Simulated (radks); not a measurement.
Results of a calculation; reference values are marked as such.
The erbium ion Er66+, configuration [He]. Code: a radial shooting solver on a logarithmic mesh with Libxc functionals. Model: scalar-relativistic Kohn-Sham, exchange-only LDA, spin-polarised, spherical densities, point nucleus. Some entries of the table are withheld. Estimate them.

| orbital | occ. | eigenvalue (hartree) | <r> (bohr) |
|---|---|---|---|
| 1s | 2 | (1) | 0.02027 |
| 2s | 0 | -601.5267 | 0.08194 |
| 2p | 0 | (2) | 0.07153 |

Answer. 
(1) 1s eigenvalue (hartree): -2408.384
(2) 2p eigenvalue (hartree): -568.9474
